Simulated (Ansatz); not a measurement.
WN₂F₂H₂⁺, that is W(NH)2F2 with one electron fewer. Charge 1, multiplicity 2. Geometry PBE-D4/def2-SVP, that of the neutral singlet; atoms count from 1.

Cartesian coordinates in Å:
```
W 0.3890 0.2461 0.3164
N -1.1395 0.9696 -0.1637
H -2.0495 0.9960 -0.6321
N 0.5002 -1.3741 -0.3564
H 0.1742 -2.1825 -0.8935
F 0.3593 0.0707 2.1972
F 1.7663 1.2742 -0.4680
```

In the def2 sets W takes a core potential; there is no spin–orbit coupling.

Q: Estimate the Mulliken populations from the PBE0/def2-TZVP orbitals of Ansatz.

A: 
```csv
atom,charge (e),spin (α − β),d electrons
W1,1.65,-0.29,3.47
N2,-0.37,0.65,–
H3,0.34,-0.01,–
N4,-0.37,0.65,–
H5,0.34,-0.01,–
F6,-0.30,0.01,–
F7,-0.30,0.01,–
```
Mulliken values and Mayer orders depend strongly on the basis.

Q: Where does the spin sit?

A: Summed by element: W -0.29, N 1.29, H -0.01, F 0.02, of 1 unpaired in all. Largest on single atoms: N2 0.65, N4 0.65, W1 -0.29.

Q: And the Mayer bond orders between bonded heavy atoms (over 0.3)?

A: W1–N2 1.87 (1.76 Å); W1–N4 1.87 (1.76 Å); W1–F6 1.05 (1.89 Å); W1–F7 1.05 (1.89 Å).
